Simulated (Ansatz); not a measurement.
Two isomers of CH5ClO2Si2: A = `Cl[SiH]1CO[SiH2]O1`, B = `O=C([SiH3])[SiH](O)Cl`.

Computed with Ansatz on PBE0-D4/def2-TZVP structures; ΔE is electronic, products minus reactants. CBS: MP2 limit from def2 TZ/QZ plus the TZ coupled-cluster correction, frozen cores. Functionals use def2-TZVPP. Each species was taken in one conformer, which may not be the lowest.

**Question.** Which isomer does CCSD(T)/CBS put lower? Give the gap. (Best estimate.)

**Answer.** Ansatz gave: A, by 70.2 kcal/mol.

**Question.** Give E(B) − E(A) in kcal/mol with r2SCAN-D4, HF/def2-TZVPP, B2PLYP, PBE0-D4, CCSD/def2-TZVPP, ωB97M-V, CCSD(T)/def2-TZVPP. (Best estimate.)

**Answer.** The calculation gave: r2SCAN-D4 68.8, HF/def2-TZVPP 72.0, B2PLYP 68.0, PBE0-D4 68.6, CCSD/def2-TZVPP 70.4, ωB97M-V 69.7, CCSD(T)/def2-TZVPP 68.9. None reverses the order clearly.

Largest T1 diagnostic: 0.014.

From PBE to PBE0 (25 % exact exchange), in def2-TZVPP and without D4, E(B) − E(A) moves by +6.5 kcal/mol. The D4 term adds +0.7 kcal/mol with B3LYP and +0.3 kcal/mol with PBE0; it sums over pairs of atoms, weighted by their polarisabilities, and B3LYP, whose exchange is more repulsive, gets the larger term.

B3LYP here is the variant with VWN-RPA as its local correlation; programs differ in this.
